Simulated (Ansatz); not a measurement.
ClFGe₂H₂O, SMILES `[F][Ge@H]1[O][Ge@H]1[Cl]`, relaxed with RKS PBE0-D4/def2-TZVP in Ansatz from a PBE-D4/def2-SVP geometry. The force threshold is 0.005 eV/Å; the program also tests the step.

Charge 0, multiplicity 1.

Start:

```xyz
7

F     0.346    0.640   -2.370
Ge   -0.378    0.854   -0.784
O    -1.030   -0.743   -0.116
Ge    0.416   -0.432    1.010
Cl    2.031   -1.845    0.700
H    -1.434    1.976   -0.956
H     0.050   -0.450    2.516
```

| step | energy (eV) | largest force (eV/Å) | largest move (Å) |
| --- | --- | --- | --- |
| 1 | -130337.2533 | 1.111 | 0.000 |
| 2 | -130337.3039 | 0.475 | 0.044 |
| 3 | -130337.3111 | 0.099 | 0.030 |
| 4 (rejected) | -130337.2770 | 0.925 | 0.073 |
| 5 | -130337.3118 | 0.023 | 0.009 |
| 6 | -130337.3118 | 0.008 | 0.001 |
| 7 (rejected) | -130337.3118 | 0.004 | 0.003 |
| 8 | -130337.3118 | 0.002 | 0.002 |

End:

```xyz
7

F     0.339    0.627   -2.331
Ge   -0.382    0.839   -0.773
O    -1.003   -0.735   -0.124
Ge    0.408   -0.433    0.992
Cl    2.002   -1.821    0.693
H    -1.414    1.958   -0.938
H     0.051   -0.435    2.481
```

Run time 44 s (4 threads of a server CPU on a shared host); peak host memory 0.76 GiB.
